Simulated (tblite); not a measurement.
Compound: C₃H₉Al₂Cl₂F.
Atom-mapped SMILES: `[CH3:1][Al-:2]1([CH3:3])[Cl+:4][Al-:5]([CH3:6])([F:7])[Cl+:8]1` (hydrogens: H9, H10, H11 on C1; H12, H13, H14 on C3; H15, H16, H17 on C6)

Computed with GFN2-xTB (tblite), gas phase: L-BFGS steps from a force-field or distance-geometry start until the largest atomic force falls under 0.01 eV/Å.

Geometry at step 24:
```
atom  x, y, z in Å
C1     -1.5297    1.8198   -1.1259
Al2    -1.1896    0.2562    0.0227
C3     -2.6020   -0.8712    0.8169
Cl4     0.3748    0.7319    1.5594
Al5     1.7323   -0.8568    0.7892
C6      3.5273   -0.3003    0.1880
F7      1.4374   -2.1025    1.8481
Cl8     0.3008   -1.1547   -0.8787
H9     -1.3719    2.7933   -0.6563
H10    -2.6104    1.7446   -1.2961
H11    -1.0588    1.8769   -2.1088
H12    -3.5000   -0.2836    1.0193
H13    -2.9200   -1.6558    0.1222
H14    -2.3554   -1.3611    1.7617
H15     3.7549    0.7586    0.2941
H16     4.2748   -0.8350    0.7748
H17     3.7284   -0.5485   -0.8539
```

Problem. Give the atomic forces at this geometry.

Solution. 
```tsv
atom	Fx (eV/Å)	Fy (eV/Å)	Fz (eV/Å)
C1	-0.029	0.078	-0.033
Al2	0.158	-0.012	0.021
C3	-0.085	-0.027	0.067
Cl4	0.028	-0.037	-0.105
Al5	-0.173	-0.019	0.043
C6	-0.048	-0.008	0.024
F7	0.084	0.008	-0.044
Cl8	0.033	0.050	0.051
H9	0.024	0.035	0.044
H10	0.054	0.060	-0.084
H11	0.001	-0.034	-0.041
H12	-0.051	0.075	-0.014
H13	0.006	-0.065	0.046
H14	0.049	-0.139	0.033
H15	-0.033	0.108	0.028
H16	0.014	-0.040	0.053
H17	-0.032	-0.034	-0.089
```

The largest, 0.18 eV/Å, acts on Al5; the rms over all components is 0.062 eV/Å. The forces sum to zero within rounding, as they must for an isolated molecule in no field.

Problem. Give the force on Al5 in Eh/bohr and in nN.

Solution. 0.179 eV/Å ÷ 51.422 = 0.00349 Eh/bohr, and 0.179 eV/Å × 1.602 = 0.29 nN.

Problem. How far is this geometry from the end of the optimisation?

Solution. 0.093 eV above it, and 0.684 Å rms away after alignment. The bonds farthest from their final lengths, with half the difference of the two atoms' forces along the bond (positive lengthens):

```
   bond  now (Å)  final (Å)  force along bond (eV/Å)
Cl4–Al5    2.227      2.201                    -0.09
Al5–Cl8    2.218      2.199                    -0.07
 C1–Al2    1.970      1.987                    +0.07
 Al2–C3    1.974      1.984                    +0.10
 C1–H11    1.091      1.097                    +0.01
 Al5–F7    1.661      1.656                    -0.06
```

The angle farthest from its final value is C1–Al2–C3, 124.4° against 136.7°.

Of the 4 listed bonds off by 0.010 Å or more, this force points towards the final length in 4.

What follows is the cost of the whole relaxation. On an Arm Neoverse N1 with one thread, shared host with 64 logical CPUs at a one-minute load of 49, this took 3.5 s.
